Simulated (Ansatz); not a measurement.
Basis sets compared for `CN(C)c1ccc(-c2ccc(-c3ccc(-c4ccc(C#N)cc4)cc3)cc2)cc1`. The state is a singlet with charge 0. Geometry r2SCAN-D4/def2-SVP. Ansatz on 2 threads of AMD EPYC 7R13 on a shared host and a share (18 GiB) of an NVIDIA H100 80GB HBM3; times are rough, and most runs start from earlier orbitals.

Cartesian coordinates in Å:
```
C -8.073 3.231 0.776
N -7.681 1.870 0.486
C -8.685 0.842 0.327
C -6.346 1.544 0.399
C -5.925 0.221 0.108
C -4.574 -0.097 0.024
C -3.564 0.866 0.214
C -2.135 0.517 0.122
C -1.182 1.444 -0.347
C 0.168 1.115 -0.434
C 0.636 -0.157 -0.053
C 2.068 -0.505 -0.142
C 2.883 0.008 -1.170
C 4.232 -0.323 -1.255
C 4.834 -1.176 -0.310
C 6.267 -1.522 -0.397
C 7.037 -1.720 0.768
C 8.387 -2.046 0.694
C 9.011 -2.185 -0.562
C 10.398 -2.521 -0.645
N 11.530 -2.796 -0.713
C 8.254 -1.991 -1.734
C 6.906 -1.664 -1.646
C 4.022 -1.687 0.721
C 2.671 -1.362 0.801
C -0.314 -1.086 0.416
C -1.664 -0.757 0.499
C -3.988 2.178 0.500
C -5.333 2.517 0.596
H -9.168 3.302 0.771
H -7.715 3.568 1.769
H -7.685 3.941 0.022
H -9.681 1.283 0.458
H -8.650 0.378 -0.677
H -8.571 0.033 1.073
H -6.659 -0.566 -0.068
H -4.296 -1.125 -0.230
H -1.511 2.437 -0.667
H 0.880 1.868 -0.786
H 2.443 0.662 -1.929
H 4.838 0.107 -2.058
H 6.574 -1.587 1.750
H 8.974 -2.186 1.606
H 8.733 -2.109 -2.710
H 6.325 -1.544 -2.564
H 4.453 -2.367 1.461
H 2.071 -1.765 1.622
H 0.011 -2.090 0.702
H -2.370 -1.498 0.885
H -3.241 2.955 0.687
H -5.596 3.547 0.841
```

Single mean-field runs in def2-SVP, def2-TZVP are fitted with def2-universal-jkfit.

Binding counts from free atoms (C triplet, N quartet, H doublet) in the same basis, without a counterpoise term.

```
           level  functions  energy (Eh)  HOMO (eV)  LUMO (eV)  binding per atom (eV)  wall time
 PBE-D4/def2-SVP        516   -1149.4185      -4.54      -2.55                   5.46      4.3 s
PBE0-D4/def2-SVP        516   -1149.5171      -5.42      -1.89                   5.34      3.4 s
```

Problem. Estimate the rows for PBE-D4/def2-TZVP (with forces), PBE0-D4/def2-TZVP.

Solution. 
```
                         level  functions  energy (Eh)  HOMO (eV)  LUMO (eV)  binding per atom (eV)  wall time
PBE-D4/def2-TZVP (with forces)       1031   -1150.6282      -4.63      -2.66                   5.38      6.5 s
             PBE0-D4/def2-TZVP       1031   -1150.7140      -5.46      -1.96                   5.26      7.5 s
```
